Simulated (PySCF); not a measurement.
System: H₂B (cation, charge +1), singlet: map of symmetric stretch and bend. Scanned: B-H bond length and H-B-H angle.

Cartesian coordinates as functions of the variables (Å; names that start with a are angles):
```
B  0  0  0
H  r*sin(a/2)  0  r*cos(a/2)
H  -r*sin(a/2)  0  r*cos(a/2)
```

Level of theory: restricted B3LYP/6-311+G**, spherical d (PySCF).

Energy in kJ/mol above the lowest grid point; x is the B-H bond length (Å), y the H-B-H angle (°).

| y \ x | 0.99 | 1.05 | 1.11 | 1.17 | 1.23 | 1.29 | 1.35 | 1.40 | 1.46 | 1.52 | 1.58 |
|---|---|---|---|---|---|---|---|---|---|---|---|
| 180 | 119.7 | 48.8 | 11.7 | 0.0 | 7.1 | 28.1 | 59.1 | 90.5 | 132.7 | 178.2 | 225.5 |
| 170 | 123.2 | 52.2 | 15.1 | 3.3 | 10.3 | 31.1 | 62.0 | 93.3 | 135.4 | 180.7 | 227.9 |
| 160 | 133.8 | 62.6 | 25.2 | 13.0 | 19.7 | 40.2 | 70.8 | 101.7 | 143.5 | 188.5 | 235.3 |
| 150 | 151.7 | 80.0 | 42.1 | 29.4 | 35.5 | 55.5 | 85.4 | 115.9 | 157.0 | 201.4 | 247.6 |
| 140 | 177.0 | 104.6 | 66.0 | 52.6 | 57.9 | 77.1 | 106.2 | 135.9 | 176.1 | 219.6 | 265.0 |
| 130 | 210.1 | 136.9 | 97.4 | 83.0 | 87.3 | 105.3 | 133.3 | 162.1 | 201.2 | 243.6 | 287.8 |
| 120 | 251.6 | 177.3 | 136.6 | 121.0 | 124.0 | 140.8 | 167.4 | 195.0 | 232.8 | 273.7 | 316.5 |
| 110 | 302.0 | 226.5 | 184.4 | 167.4 | 168.9 | 184.1 | 209.1 | 235.4 | 271.5 | 310.8 | 351.9 |
| 100 | 362.1 | 285.1 | 241.6 | 223.0 | 222.9 | 236.3 | 259.6 | 284.3 | 318.6 | 356.0 | 395.1 |
| 90 | 432.5 | 354.1 | 309.0 | 288.8 | 286.9 | 298.5 | 319.9 | 343.1 | 375.3 | 410.6 | 447.7 |
| 80 | 514.1 | 434.3 | 387.6 | 365.7 | 362.2 | 372.0 | 391.6 | 413.2 | 443.5 | 476.8 | 511.8 |
| 70 | 607.4 | 526.1 | 477.9 | 454.5 | 449.5 | 457.8 | 475.9 | 496.2 | 524.9 | 556.6 | 589.8 |

Points that lie below all their neighbours on the grid: x = 1.17, y = 180 on the edge of the grid (0.0 kJ/mol).
